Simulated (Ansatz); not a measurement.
SiH3(NHEt) (C2H9NSi), relaxed as a singlet with RKS PBE-D4/def2-SVP in Ansatz, starting from the GFN2-xTB geometry. Force threshold 0.02 eV/Å.

Start:

```xyz
13

Si   -1.035    1.124    1.154
H    -0.615    2.092    2.163
H    -1.592    1.840   -0.008
H    -2.044    0.180    1.635
N     0.376    0.186    0.863
C     0.404   -0.954   -0.021
C     0.607   -0.578   -1.488
H     1.262    0.670    0.860
H     1.209   -1.629    0.296
H    -0.545   -1.483    0.092
H    -0.196    0.076   -1.819
H     0.616   -1.469   -2.111
H     1.553   -0.055   -1.616
```

```
step  energy (eV)  largest force component (eV/Å)  SCF passes
   1  -11574.2656                           0.791          26
   2  -11574.3963                           0.225          29
   3  -11574.4071                           0.076          29
   4  -11574.4076                           0.039          30
   5  -11574.4077                           0.023          29
   6  -11574.4077                           0.003          22
```

Force components are those of the run's own axes.

End:

```xyz
13

Si   -1.040    1.141    1.194
H    -0.667    2.130    2.264
H    -1.643    1.924    0.043
H    -2.114    0.204    1.680
N     0.392    0.206    0.848
C     0.422   -0.948   -0.043
C     0.628   -0.617   -1.526
H     1.287    0.700    0.902
H     1.217   -1.653    0.292
H    -0.535   -1.501    0.083
H    -0.182    0.039   -1.907
H     0.646   -1.537   -2.146
H     1.591   -0.086   -1.684
```

By distances, no bond broke or formed. The bond that changes most is Si1–H2, from 1.46 to 1.50 Å (atoms count from 1).

No frequencies were taken in this run, so the end may be a saddle point.

Run time 6 s (4 threads of Arm Neoverse V2 on a shared host).
